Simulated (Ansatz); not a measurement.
An input meant for K17 (charge 0, doublet; scaled by 1.05).

```yaml
crystal:
  periodic: [false, false, false]
  atoms:
    - {symbol: K, position_ang: [-0.461242, 6.555504, 6.738668]}
    - {symbol: K, position_ang: [-2.215057, 3.835251, 0.102988]}
    - {symbol: K, position_ang: [-4.825124, 4.882514, -3.779507]}
    - {symbol: K, position_ang: [-4.112823, 0.245933, -2.281096]}
    - {symbol: K, position_ang: [-0.496367, 2.794624, -4.129417]}
    - {symbol: K, position_ang: [-1.008664, 7.520777, -2.528569]}
    - {symbol: K, position_ang: [-6.734522, 3.280953, 0.385172]}
    - {symbol: K, position_ang: [0.416625, -1.946124, 3.806271]}
    - {symbol: K, position_ang: [-3.679478, -0.022034, 2.449978]}
    - {symbol: K, position_ang: [-0.360686, 7.726828, 2.197231]}
    - {symbol: K, position_ang: [2.371382, 4.474524, -0.352014]}
    - {symbol: K, position_ang: [-4.227846, 5.191511, 4.210648]}
    - {symbol: K, position_ang: [0.483541, -0.077990, -0.492095]}
    - {symbol: K, position_ang: [3.536863, 5.708922, 4.034002]}
    - {symbol: K, position_ang: [4.018714, 1.079293, 2.428608]}
    - {symbol: K, position_ang: [-4.918870, 7.725675, 0.248412]}
    - {symbol: K, position_ang: [-0.047286, 2.679210, 4.161927]}
basis:
  gaussian: {orbitals: x2c-TZVPPall, fitting: {mean_field: def2-universal-jkfit}}
total_charge: 1
magnetization: {spin_polarized: true, initial_magnetization: 1}
hamiltonian: {xc: {name: B3LYP}}
```

```sh
$ ansatz run in.yaml --threads 2 --pin off --events-out ev --progress --plain --max-ram 22528MiB --backend cuda --devices 0, --max-vram 18GiB
```

Shortened log:

```
Error: a molecule whose nuclei and cores have a total charge of 323 cannot have a net charge of 1 together with 1 unpaired electrons
```

Problem. What is wrong with this run?

Solution. The number of unpaired electrons doesn't fit the electron count. The program refused the input.
